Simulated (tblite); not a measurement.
C6H11ClF2Si.
Structure used (GFN2-xTB), in Å, numbered top down from 1:
```xyz
21
C6H11ClF2Si angstrom
F     -1.892   -2.274    0.736
C     -2.097   -0.998    0.313
F     -2.437   -1.101   -1.000
C     -0.849   -0.171    0.495
C     -1.054    1.281    0.054
C      0.326    1.899   -0.154
C      1.133    0.981   -1.081
Si     0.630   -0.783   -0.564
C      1.916   -1.661    0.548
Cl     2.446   -0.534    1.827
H     -2.982   -0.612    0.845
H     -0.607   -0.200    1.561
H     -1.633    1.846    0.787
H     -1.598    1.290   -0.892
H      0.241    2.904   -0.569
H      0.832    1.972    0.810
H      2.197    1.188   -0.996
H      0.854    1.167   -2.117
H      0.247   -1.687   -1.651
H      2.806   -1.954   -0.001
H      1.512   -2.537    1.048
```

Method: GFN2-xTB as coded in tblite; computed harmonic values from a numerical Hessian at the method's own geometry, unscaled. Errors from tens to a few hundred cm⁻¹ against measured bands are possible. Modes of hydrogen on silicon can be 10 to 20 % off. One conformer, not necessarily the lowest.

Harmonic wavenumbers (cm⁻¹): 37.1, 51.0, 67.7, 94.4, 117.4, 157.5, 182.8, 262.8, 270.6, 323.2, 438.3, 483.4, 509.4, 566.4, 597.7, 612.6, 662.5, 682.2, 727.3, 741.0, 783.5, 792.0, 891.7, 942.9, 956.9, 977.6, 1022.9, 1039.3, 1085.0, 1091.0, 1113.0, 1123.2, 1165.0, 1185.5, 1195.9, 1237.8, 1251.1, 1271.4, 1282.6, 1296.6, 1327.3, 1340.5, 1428.3, 1469.4, 1489.7, 1498.0, 2277.2, 2868.6, 2958.3, 2971.6, 2978.9, 2986.5, 2995.5, 2998.0, 3005.4, 3013.3, 3022.2.

A = 1291, B = 696.0, C = 559.2 MHz; mass 184.029 u (most abundant isotopes); point group C1, symmetry number 1.

Q: What is the zero-point energy?

A: ½Σν̃ = 34959 cm⁻¹ = 99.95 kcal/mol.

Q: What is S at 400 K and 1 bar for an ideal gas of classical rigid rotors and harmonic oscillators?

A: Translation 43.02, rotation 31.71, vibration 49.30: S = 124.0 cal/(mol K).

Q: And Cp and H(400 K) − H(0)?

A: Cp = 55.81 cal/(mol K), of which vibrations give 47.86 (their classical limit is 57 R = 113.3); H(400 K) − H(0) = 13.00 kcal/mol without the zero-point energy, 9.82 from vibrations.

Q: Which modes carry the vibrational entropy at 400 K?

A: 37.1 cm⁻¹: 5.99; 51.0 cm⁻¹: 5.36; 67.7 cm⁻¹: 4.80; 94.4 cm⁻¹: 4.14; 117.4 cm⁻¹: 3.72; 157.5 cm⁻¹: 3.14 cal/(mol K); the other 51 give 22.14 together.

Q: How do the functions run with temperature in this model?

A: 
```tsv
T (K)	S (cal/(mol K))	Cp (cal/(mol K))	H − H(0) (kcal/mol)	G − H(0) (kcal/mol)	ln q(vib)
150	86.0	26.6	2.71	-10.19	4.50
250	102.2	38.1	5.93	-19.62	7.77
298.15	109.4	44.0	7.91	-24.72	9.29
600	150.2	73.5	26.05	-64.10	18.53
900	183.4	89.6	50.73	-114.31	27.07
```

q(vib) and H(0) count from the zero-point level.

Q: Blend soft modes into free rotors: weight 1/[1 + (100 cm⁻¹/ν̃)⁴] for the oscillator and the rest for a rotor with moment μB/(μ + B), μ = h/(8π²ν), B = 10⁻⁴⁴ kg m². What vibrational entropy results?

A: 44.12 cal/(mol K) in place of 49.30, which changes −T·S at 400 K by +2.07 kcal/mol.

Q: What must be added to the electronic energy to get the Gibbs energy at 400 K and 1 bar?

A: ZPE + [H(400 K) − H(0)] − T·S = 99.95 + 13.00 − 49.61 = 63.34 kcal/mol.

Hindered rotation and anharmonicity are outside this model. Other conformers, if any are populated, would add a mixing term that is left out. The structure is chiral; the term R ln 2 for an equal mix with its mirror image is left out.

Hardware: one thread of an Arm Neoverse V1 (shared host). This covers the Hessian and the dipole derivatives.
